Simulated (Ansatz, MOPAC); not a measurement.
Molecule: C$_{5}$H$_{9}$O (charge 0, doublet). SMILES: [CH2]C(=O)CCC

Atoms: C1, C2, C3, C4, O5, C6, H7, H8, H9, H10, H11, H12, H13, H14, H15. Bonds: C1-C2, C1-H7, C1-H8, C1-H9, C2-C3, C2-H10, C2-H11, C3-C4, C3-H12, C3-H13, C4-O5, C4-C6, C6-H14, C6-H15.

Bond lengths (Å) and angles (degrees) optimised at PM7 with MOPAC; MNDO with MOPAC; B3LYP/6-31G* with Ansatz (a first-principles code), each started from the B3LYP-D3(BJ)/def2-TZVP structure (Ansatz) of the last column. A row stands for all coordinates that are equal there; 13 of 29 kinds are shown. 6-31G* holds six Cartesian d functions. No wavenumbers were computed at MNDO, so these may be saddle points.

| coordinate | PM7 | MNDO | B3LYP/6-31G* | B3LYP-D3(BJ)/def2-TZVP |
|---|---|---|---|---|
| C1-C2 | 1.527 | 1.532 | 1.531 | 1.526 |
| C1-H7 | 1.096 | 1.109 | 1.097 | 1.093 |
| C1-H9 | 1.097 | 1.109 | 1.096 | 1.091 |
| C2-C3 | 1.532 | 1.539 | 1.529 | 1.522 |
| C2-H10 | 1.109 | 1.114 | 1.096 | 1.092 |
| C3-C4 | 1.508 | 1.537 | 1.528 | 1.520 |
| C3-H12 | 1.109 | 1.115 | 1.101 | 1.097 |
| C4-O5 | 1.215 | 1.235 | 1.239 | 1.232 |
| C1-C2-C3 | 111.1 | 114.3 | 112.7 | 112.4 |
| C2-C3-C4 | 111.2 | 117.1 | 113.6 | 114.1 |
| C3-C4-O5 | 121.8 | 122.8 | 121.7 | 121.8 |
| C3-C4-C6 | 117.2 | 116.8 | 118.1 | 117.8 |
| O5-C4-C6 | 121.0 | 120.4 | 120.2 | 120.4 |

Mean signed difference of all 14 bond lengths from B3LYP-D3(BJ)/def2-TZVP: PM7 0.003 Å, MNDO 0.015 Å, B3LYP/6-31G* 0.005 Å.
